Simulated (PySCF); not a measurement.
## Manganese: a sound run and one with changed settings

Sound run: Mn [Ar] 3d5 4s2, Mn+ [Ar] 3d5 4s1. All numbers are calculated (PySCF 2.14, the spin-free X2C one-electron Hamiltonian (Gaussian nucleus), in Sapporo-DKH3-DZP-2012). In the sound run the correlated levels freeze [Ar]. The sound run starts from symmetry-adapted Hartree-Fock orbitals and uses a fine grid where one is needed.

Changed run: initial guess sap, at most 50 SCF cycles.

```json
{"species": "Mn", "method": "UHF", "sound run (hartree)": "-1157.35734", "changed run (hartree)": "-1157.23241", "converged": "yes"}
{"species": "Mn", "method": "MN15", "sound run (hartree)": "-1159.15659", "changed run (hartree)": "-1159.10123", "converged": "yes"}
{"species": "Mn", "method": "B3LYP", "sound run (hartree)": "-1158.55752", "changed run (hartree)": "-1158.55752", "converged": "yes"}
{"species": "Mn+", "method": "UHF", "sound run (hartree)": "-1157.13496", "changed run (hartree)": "-1157.13496", "converged": "yes"}
{"species": "Mn+", "method": "MN15", "sound run (hartree)": "-1158.88050", "changed run (hartree)": "-1158.88050", "converged": "yes"}
{"species": "Mn+", "method": "B3LYP", "sound run (hartree)": "-1158.27657", "changed run (hartree)": "-1158.27657", "converged": "yes"}
{"species": "Mn+", "method": "MP2", "sound run (hartree)": "-1157.20302", "changed run (hartree)": "-1157.20302", "converged": "yes"}
```

Ionisation energy of Mn:

```csv
method,sound run (eV),changed run (eV)
B3LYP,7.645,7.645
```

The plain start fixes occupations by D2h representation alone, and Mn at UHF, Mn at MN15 landed in another state (other ⟨L²⟩ or ⟨S²⟩). 

For comparison, NIST gives 7.434 eV between the lowest levels.
